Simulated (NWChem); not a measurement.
# CH3ClO3Si; SMILES O[Si]1(Cl)OCO1

```xyz
9

O      1.8833    -0.4248     0.0000
Si     0.3016    -0.0346     0.0000
Cl    -0.6795    -1.8093     0.0000
O     -0.2486     1.1065    -1.1006
C     -0.6886     1.8931     0.0000
O     -0.2486     1.1065     1.1006
H      2.5132     0.3036     0.0000
H     -0.2048     2.8859     0.0000
H     -1.7873     2.0017     0.0000
```
Atoms are numbered in this order, from 1.

Computed with NWChem. The geometry was optimised at PBE0/def2-SVP. Atomic charges in e: unrestrained fits to the electrostatic potential beside Mulliken populations; buried atoms are poorly determined by the fit.

Question: What does the run give for B3LYP/def2-SVP? Quantities: ESP O1; Mulliken O1; ESP Si2; Mulliken Si2; ESP Cl3; Mulliken Cl3; ESP O4; Mulliken O4; ESP C5; Mulliken C5; relative RMS misfit of the potential (%).

Answer: 
- ESP O1: -0.68
- Mulliken O1: -0.34
- ESP Si2: 1.14
- Mulliken Si2: 0.79
- ESP Cl3: -0.20
- Mulliken Cl3: -0.20
- ESP O4: -0.61
- Mulliken O4: -0.46
- ESP C5: 0.57
- Mulliken C5: 0.42
- relative RMS misfit of the potential (%): 23
